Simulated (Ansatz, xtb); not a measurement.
The molecule GaF+, multiplicity 2 (lowest of 2S+1 = 2, 4 at CCSD(T)/def2-TZVPP on PBE0 minima; our sources give no spin for the ground state, which may be another). No spin–orbit coupling. Ga is treated without relativity.

The constants come from a fifth-degree fit in 1/R (seven points, main isotopes). Runs in def2 and cc sets follow the lowest solution found near the PBE0 minimum.

Correlated levels freeze the inner cores; with def2 sets outer-core shells near the valence are correlated too. CBS(a, b) extrapolates the correlation energy as X⁻³ and adds the Hartree–Fock energy of set b.

Codes used: Ansatz (a first-principles code) with Gaussian orbitals; xtb for the GFN methods. Values without a source in brackets are computed. The GFN methods have no spin term and hold the electronic entropy of 300 K.

Problem. What bond length and harmonic frequency does GFN1-xTB give?

Solution. r_e = 1.723 Å, ω_e = 501 cm⁻¹.

Problem. What bond length and harmonic frequency does CAM-B3LYP/def2-TZVPP give?

Solution. r_e = 1.705 Å, ω_e = 721 cm⁻¹.

Problem. What bond length and harmonic frequency does CCSD(T)/CBS(def2-TZVPP, def2-QZVPP) give?

Solution. r_e = 1.685 Å, ω_e = 764 cm⁻¹.
